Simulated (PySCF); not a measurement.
Electric field gradients and quadrupole coupling constants

C₃H₁₀OSSi₂.
Atom-mapped SMILES: `[SiH3:1][S:2][SiH2:3][O:4][CH:5]1[CH2:6][CH2:7]1` (hydrogens: H8, H9, H10 on Si1; H11, H12 on Si3; H13 on C5; H14, H15 on C6; H16, H17 on C7)

Cartesian coordinates in Å at the GFN2-xTB level; atoms count from 1:
```
atom  x, y, z in Å
Si1    3.882    0.448    0.429
S2     2.058   -0.534   -0.114
Si3    0.587    1.029    0.020
O4    -0.797    0.486   -0.590
C5    -1.472   -0.703   -0.357
C6    -2.605   -0.705    0.621
C7    -2.876   -0.810   -0.853
H8     3.865    0.709    1.863
H9     4.902   -0.512    0.046
H10    3.966    1.701   -0.310
H11    0.501    1.396    1.430
H12    0.887    2.115   -0.892
H13   -0.823   -1.570   -0.405
H14   -2.747   -1.574    1.243
H15   -2.839    0.232    1.103
H16   -3.289    0.056   -1.347
H17   -3.207   -1.753   -1.258
```

Field gradients from the PBE0/pcSseg-1 density (PySCF, non-relativistic), principal values in atomic units, ordered |Vxx| ≤ |Vyy| ≤ |Vzz|:

```tsv
atom	Vxx	Vyy	Vzz
S2	0.2888	1.3678	-1.6566
O4	-0.5334	-1.1425	1.6760
```

Find the asymmetry η = (Vxx − Vyy)/Vzz and the couplings χ = eQV/h (234.96 MHz × Q in barn × V in au), with Q(33S) = −0.0678 b, Q(17O) = −0.0256 b.

```json
{"atom": "S2", "environment": "sulfur bonded to 2 Si", "nucleus": "33S", "η": "0.65", "χzz (MHz)": "26.39", "χxx (MHz)": "-4.60", "χyy (MHz)": "-21.79"}
{"atom": "O4", "environment": "silyl ether oxygen", "nucleus": "17O", "η": "0.36", "χzz (MHz)": "-10.08", "χxx (MHz)": "3.21", "χyy (MHz)": "6.87"}
```

What is Vzz at S2 in SI units (1 au = 9.71736 × 10²¹ V/m²)?

-1.6566 au = -16.098 × 10²¹ V/m².

And the gradient at the other heavy atoms, for which no coupling is worked out here?

| atom | environment | Vzz (au) | η |
| --- | --- | --- | --- |
| Si1 | SiH3 silicon | 0.626 | 0.10 |
| Si3 | oxygen-bound silicon | -0.554 | 0.83 |
| C5 | sp3 carbon bound to oxygen | 0.439 | 0.51 |
| C6 | three-membered-ring carbon | 0.191 | 0.23 |
| C7 | three-membered-ring carbon | 0.192 | 0.16 |

What couplings would deuterons (Q(2H) = 0.00286 b) have in place of the hydrogens, at this geometry?

| atom | bonded to | bond length (Å) | Vzz (au) | η | χzz (kHz) |
| --- | --- | --- | --- | --- | --- |
| H8 | Si1 | 1.458 | 0.1649 | 0.01 | 111 |
| H9 | Si1 | 1.452 | 0.1695 | 0.02 | 114 |
| H10 | Si1 | 1.458 | 0.1645 | 0.03 | 111 |
| H11 | Si3 | 1.460 | 0.1605 | 0.03 | 108 |
| H12 | Si3 | 1.449 | 0.1701 | 0.02 | 114 |
| H13 | C5 | 1.084 | 0.3111 | 0.14 | 209 |
| H14 | C6 | 1.079 | 0.3336 | 0.07 | 224 |
| H15 | C6 | 1.079 | 0.3330 | 0.07 | 224 |
| H16 | C7 | 1.078 | 0.3333 | 0.07 | 224 |
| H17 | C7 | 1.079 | 0.3333 | 0.07 | 224 |

Isolated species at its GFN2-xTB geometry (one conformer only). GFN2-xTB bond lengths can be off by several hundredths of an ångström, more for odd bonds, and the gradients follow them. The basis is small and wasn't made for field gradients, so the couplings can be 20 % off.
